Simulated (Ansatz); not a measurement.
C2F3 (SMILES F[C]=C(F)F), doublet (typed; the unrestricted solution is spin-contaminated), geometry from GFN2-xTB; MP2/6-31G in Ansatz (a program for electronic structure).

Ansatz was given this input:
Ansatz 0.2 input:
```yaml
crystal:
  periodic: [false, false, false]
  atoms:
    - {symbol: F, position_ang: [1.31800223, 0.00739748, 1.48618006]}
    - {symbol: C, position_ang: [0.37902913, -0.50068481, 0.73883781]}
    - {symbol: C, position_ang: [-0.29049288, -0.06439612, -0.28868255]}
    - {symbol: F, position_ang: [-0.15535228, 1.13519605, -0.87886147]}
    - {symbol: F, position_ang: [-1.22167412, -0.76587291, -0.90742210]}
basis:
  gaussian:
    orbitals: 6-31G
magnetization: {spin_polarized: true, initial_magnetization: 1}
correlation: {method: mp2}
```

What the program printed (banner, timings and long lists left out):

```
Functional definition: HF
479 factors; integrals over basis functions are off by at most 2.0e-4 eV
mean field evaluation 1: about -10167.9893 eV, gradient 2.2e1 eV
mean field evaluation 2: about -10168.3945 eV, gradient 2.2e1 eV
mean field evaluation 4: about -10171.1751 eV, gradient 3.1e0 eV
mean field evaluation 8: about -10171.3563 eV, gradient 9.6e-1 eV
mean field evaluation 16: about -10171.4957 eV, gradient 3.5e-4 eV
mean field -10171.49572416 eV, -373.7955733755 hartree, gradient 2.7e-6 eV, S^2 1.003407; 0 other end points of the search recorded, 0 dependent functions left out
5 core orbitals not correlated
reference -10171.49572416 eV, -373.7955733755 hartree; 15, 14 occupied and 25, 26 virtual orbitals, 479 factors
second order -13.53998076 eV of doubles, -0.00000000 eV of singles
Total energy: -10185.03570492 eV, -374.2931584905 hartree
```
